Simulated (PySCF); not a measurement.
**Continuum solvent and chemical shifts**

Bonds (- single, = double, # triple, : aromatic): C1-B2, B2-C3, B2-B4, B4-S5, S5-C6, S5-C7. C1 carries H8, H9, H10; C3 carries H11, H12, H13; B4 carries H14, H15; C6 carries H16, H17, H18; C7 carries H19, H20, H21. Formal charges: B4 -1, S5 +1.

GIAO PBE0/pcSseg-1 in PySCF on one PBE0-D3(BJ)/def2-SVP conformer, non-relativistic, equivalent nuclei averaged. Solvents enter as an IEF-PCM continuum (dichloromethane with ε = 8.9, water with ε = 78.4) around the gas-phase geometry. Shifts are referred to TMS, BF3·OEt2, CS2 computed in the same medium.

Gas phase, δ in ppm: C6/C7 30.1, C1/C3 19.2, B2 103.6, B4 -20.8, S5 -18.0, H14/H15 2.16, H16/H17/H18/H19/H20/H21 1.94, H8/H9/H10/H11/H12/H13 0.98. Dipole moment 4.45 D.

(1) How does each δ change in the continuum?

(2) Which nuclei move most (in ppm), and what does the model miss?

## Answers

(1) 
```
                  atoms                              environment  Δδ, dichloromethane  Δδ, water
                  C6/C7                methyl carbon bonded to S                 +0.4       +0.5
                  C1/C3                methyl carbon bonded to B                 +0.4       +0.5
                     B2                   boron bonded to 2 C, B                 +1.2       +1.4
                     B4                boron bonded to B, S, 2 H                 -0.5       -0.6
                     S5                  sulfur bonded to 2 C, B                -10.2      -11.8
                H14/H15       hydrogen on a boron bonded to B, S                -0.41      -0.49
H16/H17/H18/H19/H20/H21  hydrogen on a methyl carbon bonded to S                +0.18      +0.21
  H8/H9/H10/H11/H12/H13  hydrogen on a methyl carbon bonded to B                -0.01      -0.01
```

Changes are relative to the gas phase. The dipole moment becomes 5.58 D in dichloromethane, 5.80 D in water.

(2) S5 (sulfur bonded to 2 C, B, -11.8 ppm) in water. A continuum only polarises the solute; specific hydrogen bonds, the anisotropy of aromatic solvents and changes of geometry or conformer are outside it.
